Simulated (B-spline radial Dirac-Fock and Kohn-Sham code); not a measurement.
**How the settings move the core levels of Mo²⁺**

ΔSCF core binding energies without Breit or QED terms, calculated with a radial finite-basis atomic code. Keys: rel is the Hamiltonian (dirac, or spin-free x2c and nr, where L3 and M5 stand for the whole 2p and 3d shells), method is hf or an exchange,correlation pair (spin-unpolarised, also for the hole states), nuc the nuclear model, radius_factor scales its radius, rmax is the box in bohr, h the logarithmic mesh step, order the B-spline order, points the quadrature points per cell, c_factor scales the speed of light, and damp, ndamp, maxit and tol steer the iteration. The run stops when the commutator error falls below 10·tol·max(1, Z/10), or the numerical noise floor, and the energy has settled to about 1e-8 Ha; the virial ratio is −V/T.

Base input:

```json
{"items": [{"Z": 42, "q": 2, "cfg": [[1, 0, 2], [2, 0, 2], [2, 1, 6], [3, 0, 2], [3, 1, 6], [3, 2, 10], [4, 0, 2], [4, 1, 6], [4, 2, 4]], "A": 98, "rrms": 4.4091, "do": "settings", "holes": ["K", "L3", "M5"],
  "settings": [{"rel": "dirac", "method": "hf", "nuc": "fermi", "radius_factor": 1.0, "rmax": 45.0, "h": 0.3, "order": 8, "points": 10, "c_factor": 1.0, "maxit": 60, "damp": 0.5, "ndamp": 3, "tol": 1e-08}]}]}
```

The ground state converged in 10 iterations, with total energy -4046.43191 Ha, virial ratio 1.96417 and highest orbital energy -26.12 eV. ΔSCF binding energies: K (1s) 20082.6 eV, L3 (2p3/2) 2554.0 eV, M5 (3d5/2) 255.9 eV.

Changes from the base run:

| changed setting | Δ total energy (Ha) | Δ K (eV) | Δ L3 (eV) | Δ M5 (eV) | iterations |
| --- | --- | --- | --- | --- | --- |
| order = 7 | +0.00001 | 0.00 | 0.00 | 0.00 | 10 |
| radius_factor = 0.8 | -0.01972 | +0.23 | 0.00 | 0.00 | 10 |
| rel = "x2c"; method = "pbesol"; tol = 0.0001 | ? | ? | ? | ? | ? |
| h = 0.22 | -0.00001 | 0.00 | 0.00 | 0.00 | 10 |
| nuc = "sphere"; order = 7; damp = 0.8 | +0.00007 | 0.00 | 0.00 | 0.00 | 10 |
| c_factor = 100.0 | +71.79700 | -493.83 | +4.53 | +5.11 | 9 |
| tol = 0.0001 | 0.00000 | 0.00 | 0.00 | 0.00 | 8 |

Question: What does the change rel = "x2c"; method = "pbesol"; tol = 0.0001 do?

Answer: The total energy moves by +1.63027 Ha and the binding energies by K -5.68 eV, L3 +20.18 eV, M5 +1.02 eV; the run takes 9 iterations.
